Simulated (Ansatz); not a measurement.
Start from `C[O][Sn]([CH3])([NH2])[Cl]` and change one atom or group to get `C[O][SnH]([CH3])[NH2]`.

Ansatz, PBE0-D4/def2-TZVP geometries, multiplicity 1. Each molecule was computed in one conformer, which needn't be the lowest.

Elements past krypton have def2 core potentials.

| property | `C[O][Sn]([CH3])([NH2])[Cl]` |
| --- | --- |
| LUMO energy (ωB97M-V/def2-TZVPP) / eV | 1.08 |
| LUMO energy (B3LYP/def2-TZVPP) / eV | -1.08 |
| HOMO–LUMO gap (B3LYP/def2-TZVPP) / eV | 6.34 |
| HOMO energy (PBE0/def2-TZVPP) / eV | -7.68 |
| size of the dipole moment (B3LYP/def2-TZVPP) / D | 1.81 |
| HOMO–LUMO gap (PBE0/def2-TZVPP) / eV | 6.93 |

Problem. Give the same properties after the change, and the shifts. (Best estimate.)

Solution. Computed: 
```json
{"property": "LUMO energy (ωB97M-V/def2-TZVPP) / eV", "`C[O][SnH]([CH3])[NH2]`": "1.67", "shift": "0.59"}
{"property": "LUMO energy (B3LYP/def2-TZVPP) / eV", "`C[O][SnH]([CH3])[NH2]`": "-0.20", "shift": "0.88"}
{"property": "HOMO–LUMO gap (B3LYP/def2-TZVPP) / eV", "`C[O][SnH]([CH3])[NH2]`": "6.78", "shift": "0.44"}
{"property": "HOMO energy (PBE0/def2-TZVPP) / eV", "`C[O][SnH]([CH3])[NH2]`": "-7.21", "shift": "0.47"}
{"property": "size of the dipole moment (B3LYP/def2-TZVPP) / D", "`C[O][SnH]([CH3])[NH2]`": "1.05", "shift": "-0.76"}
{"property": "HOMO–LUMO gap (PBE0/def2-TZVPP) / eV", "`C[O][SnH]([CH3])[NH2]`": "7.36", "shift": "0.43"}
```

With PBE0 the HOMO rises by 0.47 eV and the LUMO rises by 0.90 eV, so the gap widens by about 0.43 eV. PBE moves the HOMO by 0.47 eV and ωB97M-V by 0.47 eV. Dipoles are sizes alone; their direction can turn.

B3LYP here is the variant with VWN-RPA as its local correlation; programs differ in this.
